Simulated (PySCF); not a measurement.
C₂H₉NSeSi.
Bonds: C1–C2, C2–Se3, Se3–Si4, Si4–N5. Hydrogens: H6, H7, H8 on C1; H9, H10 on C2; H11, H12 on Si4; H13, H14 on N5.

Method: PBE0-D3(BJ)/def2-SVP geometry optimisation, gas phase in PySCF 2.14.0.

**Question.** Give the optimised bond lengths and angles.

**Answer.** 
```
               bond  length (Å)
              C1–C2       1.514
             C2–Se3       1.967
            Se3–Si4       2.282
             Si4–N5       1.715
C1–H6, C1–H7, C1–H8       1.101
      C2–H9, C2–H10       1.100
   Si4–H11, Si4–H12       1.498
     N5–H13, N5–H14       1.011
```

Bonds in one row agree within 0.01 Å and their mean is given. A selection of angles:
```
      angle  degrees
   C2–C1–H6    111.3
   H6–C1–H7    107.6
  C1–C2–Se3    114.0
   C1–C2–H9    111.9
  Se3–C2–H9    107.6
 Se3–C2–H10    104.1
  H9–C2–H10    107.4
 C2–Se3–Si4     97.6
 Se3–Si4–N5    109.0
Se3–Si4–H11    114.5
Se3–Si4–H12    104.1
 N5–Si4–H11    105.1
 N5–Si4–H12    116.0
H11–Si4–H12    108.3
 Si4–N5–H13    123.8
 H13–N5–H14    113.6
```

Dihedral angles: C1–C2–Se3–Si4 -75° (synclinal); C2–Se3–Si4–N5 -148° (anticlinal). The mirror-image conformer, all signs reversed, is as good.

Si4 (SiH2 silicon) is distorted tetrahedral (angles from 104.1° to 116.0°). Of the pairs four or more bonds apart, Si4···H7 is among the closest relative to their van der Waals radii: 3.21 Å, 97 % of the sum of Bondi's values. N5 (silicon-bound nitrogen) is planar (angles 123.8°, 122.6° and 113.6°, sum 360.0°, 0.00 Å off the plane of its three neighbours).

Point group: C1 (no symmetry element, even within 0.4 Å). No frequency check. The numbers are those of one conformer (C1–C2–Se3–Si4 -75°, C2–Se3–Si4–N5 -148°, Se3–Si4–N5–H 52° and -128°).
